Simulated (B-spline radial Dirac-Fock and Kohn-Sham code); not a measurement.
## K-line shifts caused by a second vacancy in Dy²⁹⁺

System: Dy²⁹⁺, configuration 1s2 2s2 2p6 3s2 3p6 3d10 4s2 4p6 4d1.

Method: relaxed Dirac-Fock hole states (ΔSCF) with Breit and QED corrections and a finite nucleus. Computed with a radial B-spline solver. Each two-hole energy is an average over J within one jj subconfiguration, not an observable level; in light atoms, where LS coupling holds, the j-resolved values are not observed lines, and for a K spectator the Kα1 hypersatellite is nearly forbidden. Correlation and solid-state effects are left out.

Lines without a spectator: Kα2 (K-L2) 45203.2 eV, Kα1 (K-L3) 45994.8 eV, Kβ3 (K-M2) 51974.2 eV, Kβ1 (K-M3) 52145.2 eV. Shifts in eV with one spectator hole (a dash: not computed, or left out as unreliable):

```tsv
spectator hole	Kα2	Kα1	Kβ3	Kβ1
K (1s)	+831.2	+880.0	+1074.1	+1085.6
L2 (2p1/2)	+101.6	+133.5	–	+266.9
L3 (2p3/2)	+84.7	+89.8	+214.3	–
M2 (3p1/2)	–	+20.25	+43.8	+51.8
M3 (3p3/2)	+12.47	–	+40.2	+40.6
M4 (3d3/2)	+4.14	+0.73	–	–
M5 (3d5/2)	-0.72	+2.73	–	–
```
